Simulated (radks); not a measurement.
Question: Radial electron density D(r) = 4 pi r^2 rho(r) of an atom or ion with 57 electrons. All-electron calculation, Dirac Kohn-Sham, PBE, spin-unpolarised, spherical densities, finite nucleus; Fermi nuclear charge, rms radius of each element as measured or else 0.836 A^(1/3) + 0.57 fm. Program: a radial shooting solver on a logarithmic mesh with Libxc functionals.

```
   r/bohr * D(r) (the largest magnitude, 96, reaches the edge; | marks zero)
 0.002206 |     *
  0.00299 |        *
 0.004053 |            *
 0.005492 |                   *
 0.007503 |                           *
  0.01017 |                                   *
  0.01378 |                                         *
  0.01868 |                                           *
  0.02531 |                                        *
  0.03458 |                                     *
  0.04687 |                                          *
  0.06352 |                                                    *
  0.08609 |                                                      *
   0.1176 |                                            *
   0.1594 |                                         *
    0.216 |                                               *
   0.2928 |                                    *
   0.3968 |                  *
   0.5421 |                  *
   0.7346 |                *
   0.9956 |       *
    1.349 |    *
    1.843 |   *
    2.498 | *
    3.386 |*
    4.589 *
    6.219 *
    8.496 *
    11.51 *
```

What is the nuclear charge?

Answer: Z = 57. The innermost maximum, from 1s, lies near gamma/Z bohr with gamma = sqrt(1 - (Z/c)^2) = 0.909, here 0.016 bohr (found: 0.0177), and its height grows with Z. The density is that of neutral lanthanum in [Xe] 5d3; the configuration itself is not fixed sharply by these data, and Z only to a few units. D(r) has 4 maxima, at r = 0.0177, 0.0776, 0.220, 0.611 bohr, and minima at 0.0340, 0.144, 0.447 bohr, inside which lie 2.02, 11.15, 28.97 electrons.
